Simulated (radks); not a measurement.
Question: Successive ionisation energies (eV) of one element, from differences of total energies of ions in their ground configurations, starting at charge 0: 9.157, 16.209, 26.426, 39.759, 53.166, 67.455, 82.508. Calculated with a radial shooting solver on a logarithmic mesh with Libxc functionals: Dirac Kohn-Sham, PBE, spin-unpolarised, spherical densities, finite nucleus; open shells fill j = l - 1/2 first; Fermi nuclear charge, rms radius 5.3698 fm. Which element is it?

Answer: Rhenium (Z = 75). The first species listed is Re in [Xe] 4f14 5d5 6s2, the last Re6+ in [Xe] 4f14 5d1.
